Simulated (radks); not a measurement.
Results of a calculation; reference values are marked as such.
Eu IV, configuration [Kr] 4d10 4f(up 3.5, down 3.5) 5p6 5s(up 1, down 0) (fractional occupations, a model configuration).

Level of theory: scalar-relativistic Kohn-Sham, BLYP, spin-polarised, spherical densities, point nucleus (a radial shooting solver on a logarithmic mesh with Libxc functionals).

Energy parts (hartree):
total: -10841.8571
kinetic: 11616.5784
electron-nucleus: -26365.4484
Hartree: 4149.0180
exchange-correlation: -242.0051

Orbitals (lengths in bohr, moments of r in powers of bohr; r(max) is where P^2 peaks):
orbital  occ.  eigenvalue (hartree)   r(max)      <r^4>      <r^2>
1s up       1             -1778.894  0.01420  1.225e-06  0.0006791
1s down     1             -1778.890  0.01420  1.225e-06  0.0006791
2s up       1             -292.9832  0.08054  0.0001960    0.01068
2s down     1             -292.9808  0.08055  0.0001960    0.01068
2p up       3             -261.1518  0.06512  0.0001459   0.008589
2p down     3             -261.1493  0.06512  0.0001459   0.008589
3s up       1             -65.25470   0.2288   0.007642    0.07115
3s down     1             -65.25189   0.2288   0.007641    0.07115
3p up       3             -55.35096   0.2244   0.008002    0.07129
3p down     3             -55.34807   0.2244   0.008002    0.07129
3d up       5             -42.11319   0.1837   0.006420    0.06001
3d down     5             -42.11040   0.1837   0.006419    0.06000
4s up       1             -13.77173   0.5273     0.1907     0.3619
4s down     1             -13.76636   0.5273     0.1904     0.3618
4p up       3             -10.51635   0.5504     0.2509     0.4093
4p down     3             -10.51042   0.5504     0.2503     0.4089
4d up       5              -5.98354   0.5732     0.4048     0.4978
4d down     5              -5.97532   0.5732     0.4023     0.4966
5s up       1              -2.65976    1.225      6.253      2.067
5s down     0              -2.62605    1.225      6.333      2.076
5p up       3              -1.86143    1.383      11.59      2.771
5p down     3              -1.83147    1.386      11.90      2.802
4f up     3.5              -1.12252   0.5925      3.177      1.094
4f down   3.5              -1.10604   0.5915      3.174      1.087

The highest occupied level is 4f down at -30.097 eV. The configuration is held as typed, so some empty levels lie below it. The density falls to 0.001 e/bohr^3 at r = 3.33 bohr. Summed over all electrons, <r^2> = 35.81 bohr^2, which gives a Langevin (diamagnetic) susceptibility term of -28.4 x 10^-6 cm^3/mol. Spin moment in Bohr magnetons: 1.
